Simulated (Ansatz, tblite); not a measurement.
Forces on B2O5H4 at its PBE-D4/def2-SVP geometry. Total charge 0; singlet.

The xTB rows come from tblite. The structure holds one bond between oxygen atoms, so isomers without such links may lie far lower. The structure comes from a short search, and lower isomers may exist.

GFN1-xTB (tblite), largest force 1.48 eV/Å:

```xyz
11
positions Å, forces eV/Å
B    -0.729   -1.763    0.016   -0.491   -0.556   -0.327
B     0.447    1.607   -0.274    0.270    0.889   -0.145
O    -0.349    0.485   -0.584    0.533   -0.902    1.039
O     0.232    2.710   -1.051   -0.472   -0.468   -0.280
O     1.371    1.620    0.721   -0.414   -0.796   -0.057
O    -0.019   -0.613    0.323   -0.420    0.763   -0.837
O    -0.506   -2.849    0.802    0.442    0.585    0.257
H     1.378    0.748    1.160    0.085    0.523   -0.165
H    -1.512   -1.816   -0.902    0.465    0.003    0.559
H     0.145   -2.684    1.511   -0.455   -0.209   -0.454
H    -0.458    2.556   -1.721    0.457    0.170    0.409
```

GFN2-xTB (tblite), largest force 1.45 eV/Å:

```
B -0.123 -0.485 0.085
B 0.146 0.670 -0.171
O 0.785 -0.487 1.112
O -0.417 -0.801 -0.056
O -0.606 -0.719 -0.305
O -0.835 0.213 -1.076
O 0.353 1.054 -0.074
H 0.104 0.590 -0.176
H 0.591 -0.010 0.717
H -0.496 -0.193 -0.511
H 0.500 0.170 0.454
```

PBE0-D4/def2-TZVP (Ansatz), largest force 0.89 eV/Å:

```
B -0.127 -0.015 -0.146
B 0.014 0.023 0.004
O 0.362 -0.506 0.638
O -0.398 -0.515 -0.176
O -0.355 -0.637 -0.070
O -0.316 0.450 -0.587
O 0.423 0.529 0.261
H 0.051 0.625 -0.254
H 0.327 0.056 0.368
H -0.452 -0.148 -0.479
H 0.471 0.138 0.440
```
